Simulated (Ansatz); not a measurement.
```xyz
10

O     0.4594   -1.1179    1.4866
Si   -0.0961   -0.7178   -0.0039
O     0.9717   -1.2067   -1.1597
Si   -0.2537    1.6226    0.0910
F    -0.8252    2.1504   -1.3196
H     0.6538   -2.0381    1.6739
H    -1.4034   -1.3799   -0.2989
H     0.6158   -1.6512   -1.9298
H    -1.1932    2.0789    1.1495
H     1.0708    2.2598    0.3109
```

Charge 0, multiplicity 1.

(1) List the PBE/def2-TZVPP orbital energies in eV (the Gaussian-basis code of Ansatz). (Best estimate.)

Results:

(1) Computed: Occupied: -1780.47, -1780.28, -659.65, -510.55, -510.53, -138.07, -137.94, -94.84, -94.81, -94.78, -94.74, -94.64, -94.64, -29.31, -25.52, -25.04, -14.68, -13.30, -12.95, -11.11, -10.66, -10.42, -10.28, -9.23, -8.65, -8.24, -7.96, -7.92, -6.59. Lowest empty: -1.50, -0.89, 0.28, 0.62, 0.77, 1.09, 1.74, 2.00.
